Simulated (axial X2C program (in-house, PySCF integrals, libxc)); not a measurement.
## Spin–orbit effects along a row: molecules with C (ions), PBE0

Calculated with an in-house relativistic program for diatomic molecules, spin-free (one-electron X2C) or two-component (2c: spin–orbit coupling with atomic mean-field Coulomb and Gaunt terms, which also bring small scalar terms), in Dyall basis sets with cores contracted in-house; open shells are unrestricted.

Basis sets: C dyall-v3z, I dyall-cv3z, In dyall-cv3z, Mo dyall-cv3z, Pd dyall-cv3z, Rb dyall-cv3z, Rh dyall-cv3z, Ru dyall-cv3z, Sn dyall-cv3z, Sr dyall-cv3z, Tc dyall-cv3z, Zr dyall-cv3z.

| molecule | spin-free state | Re (Å) | ωe (cm⁻¹) | De (eV) | 2c state | Re 2c (Å) | ωe 2c (cm⁻¹) | De 2c (eV) |
| --- | --- | --- | --- | --- | --- | --- | --- | --- |
| RbC⁺ | M_S = 1, Λ = 1 | 3.342 | 107.2 | 0.07 | Ω = 2 | 3.343 | 107.1 | 0.06 |
| SrC⁺ | M_S = 3/2, Λ = 0 | 2.296 | 522.0 | 2.61 | Ω = 3/2 | 2.296 | 522.1 | 2.61 |
| ZrC⁺ | M_S = 1/2, Λ = 0 | 1.746 | 982.3 | 5.01 | Ω = 1/2 | 1.746 | 982.2 | n/a |
| MoC⁺ | M_S = 1/2, Λ = 2 | 1.619 | 1143.5 | 3.89 | Ω = 3/2 | 1.619 | 1143.1 | 3.96 |
| TcC⁺ | M_S = 1, Λ = 0 | 1.608 | 1112.7 | 5.43 | Ω = 1 | 1.607 | 1112.4 | 5.43 |
| RuC⁺ | M_S = 1/2, Λ = 2 | 1.580 | 1180.7 | 5.94 | Ω = 5/2 | 1.580 | 1180.1 | n/a |
| RhC⁺ | M_S = 0, Λ = 0 | 1.562 | 1205.8 | 5.99 | Ω = 0 | 1.562 | 1204.4 | n/a |
| PdC⁺ | M_S = 1/2, Λ = 0 | 1.685 | 903.5 | 3.62 | Ω = 1/2 | 1.686 | 902.5 | n/a |
| InC⁺ | M_S = 1, Λ = 0 | 2.272 | 308.7 | 0.28 | Ω = 1 | 2.272 | 309.3 | 0.28 |
| SnC⁺ | M_S = 3/2, Λ = 0 | 2.108 | 607.8 | 2.85 | Ω = 3/2 | 2.108 | 605.4 | n/a |
| CI⁺ | M_S = 0, Λ = 0 | 1.901 | 854.8 | 4.99 | Ω = 0 | 1.905 | 845.6 | 4.60 |

Fragments in 2c: Rb+ + C, Sr+ + C, Zr+ + C, Mo+ + C, Tc+ + C, Ru+ + C, Rh+ + C, Pd+ + C, In+ + C, Sn+ + C, I+ + C. Each entry is the lowest single determinant of a limited PBE0 search at one distance. De goes to single-determinant-based atoms at the same level (for ions the charge split of lowest energy) and is withheld (n/a) where an atom does not fit its ground term or J level. Main or longest-lived isotopes. One determinant is a doubtful description, or other states lie close, for RbC⁺, SrC⁺, ZrC⁺, MoC⁺, TcC⁺, RuC⁺, PdC⁺, InC⁺, SnC⁺; these need not be ground states, and all values refer to the states named. Some open-shell Ω = 0 determinants are out of reach, so the Ω given for RbC⁺, TcC⁺, InC⁺ need not be the lowest component. With several unpaired electrons the Ω given is that of one determinant, not necessarily of the lowest component. Some light 2c atoms are not at their ground J level, so De misses part of their lowering (0.04 eV or less). The functionals have no current term, which raises determinants with orbital currents. Where the atoms have a lower orbital projection than the molecule, De at mean-field level may be about a tenth of an eV too small.
